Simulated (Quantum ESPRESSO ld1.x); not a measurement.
Results of a calculation; reference values are marked as such.
Task: These are the eigenvalues of the occupied orbitals of an atom or ion with whole-number occupations (eV). Code: ld1.x of Quantum ESPRESSO 7.5. Model: scalar-relativistic Kohn-Sham, LDA (Slater exchange, VWN5 correlation), spin-polarised, spherical densities, point nucleus.

orbital  eigenvalue
1s up      -270.616
1s down    -269.671
2s up      -14.4684
2s down    -11.8498
2p up       -6.1887

Which element is it, and in what charge state? The configuration may be excited. Open shells, if any, are filled with parallel spins first.

Result: Z = 6, carbon, charge 0: C in [He] 2s2 2p2. The list shows which subshells hold electrons but not how many an open one holds; the 1s level, -9.9449 hartree, gives Z - s = 4.5 by -(Z - s)^2/2, which with screening and relativity narrows Z to a few neighbours, and the depths of the outer levels then fix element, charge and occupations together.
